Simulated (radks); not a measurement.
Values are calculated unless marked as measured or tabulated.
Valence configurations of W (all share [Xe]). Code: a radial shooting solver on a logarithmic mesh with Libxc functionals. Model: Dirac Kohn-Sham, PBE, spin-unpolarised, spherical densities, finite nucleus; open shells fill j = l - 1/2 first; Fermi nuclear charge, rms radius 5.3658 fm. Energies are relative to 4f14 5d4 6s2; eigenvalues in eV.

4f14 5d4 6s2: E (eV) 0.000; e(4f5/2) -33.791; e(4f7/2) -31.555; e(5d3/2) -4.648
4f14 5d4 6s1 6p1: E (eV) 4.032; e(4f5/2) -35.109; e(4f7/2) -32.873; e(5d3/2) -5.812; e(6p1/2) -2.312
4f14 5d4 6p2: E (eV) 8.245; e(4f5/2) -36.314; e(4f7/2) -34.077; e(5d3/2) -6.847; e(6p1/2) -2.861
4f12 5d6 6s2: E (eV) 71.316; e(4f5/2) -52.404; e(4f7/2) -49.982; e(5d3/2) -6.940; e(5d5/2) -5.973
4f13 5d4 6s2 6p1: E (eV) 35.700; e(4f5/2) -46.737; e(4f7/2) -44.407; e(5d3/2) -8.617; e(6p1/2) -2.680
4f12 5d7 6s1: E (eV) 71.613; e(4f5/2) -49.984; e(4f7/2) -47.562; e(5d3/2) -5.318; e(5d5/2) -4.419
4f11 5d7 6s1 6p1: E (eV) 124.16; e(4f5/2) -63.836; e(4f7/2) -61.319; e(5d3/2) -9.458; e(5d5/2) -8.347; e(6p1/2) -2.324
4f14 5d3 6s2 6p1: E (eV) 3.812; e(4f5/2) -37.632; e(4f7/2) -35.394; e(5d3/2) -7.328; e(6p1/2) -2.653
4f11 5d8 6p1: E (eV) 123.18; e(4f5/2) -61.200; e(4f7/2) -58.684; e(5d3/2) -7.686; e(5d5/2) -6.645; e(6p1/2) -1.963
4f10 5d7 6s1 6p2: E (eV) 189.95; e(4f5/2) -78.673; e(4f7/2) -76.059; e(5d3/2) -13.962; e(5d5/2) -12.639; e(6p1/2) -3.321

NIST lists [Xe] 4f14 5d4 6s2 as the ground configuration; this level of theory agrees among the configurations tried. The energies are those of spherical spin-averaged densities, not of single terms.
